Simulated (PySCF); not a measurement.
**O⁺: ionisation energy**

O⁺ [He] 2s2 2p3 (4S) → O²⁺ [He] 2s2 2p2 (3P), as a difference of total energies. All numbers are calculated (PySCF 2.14, the spin-free X2C one-electron Hamiltonian (Gaussian nucleus), in aug-cc-pVDZ-DK (4s3p2d, 23 functions)). Correlated levels: valence: 1s2 frozen. The calculations carry no spin-orbit coupling.

```csv
method,ionisation energy (eV),error (eV)
UHF,34.549,-0.572
TPSS,35.261,+0.140
r2SCAN,35.501,+0.380
MP2 (valence),34.982,-0.139
SCS-MP2 (valence),34.784,-0.337
CCSD (valence),34.800,-0.321
CCSD(T) (valence),34.804,-0.317
```

Reference: 35.121 eV (measured; NIST Atomic Spectra Database, ionization energies).

Errors of the correlated levels include the incompleteness of this basis and the frozen core.
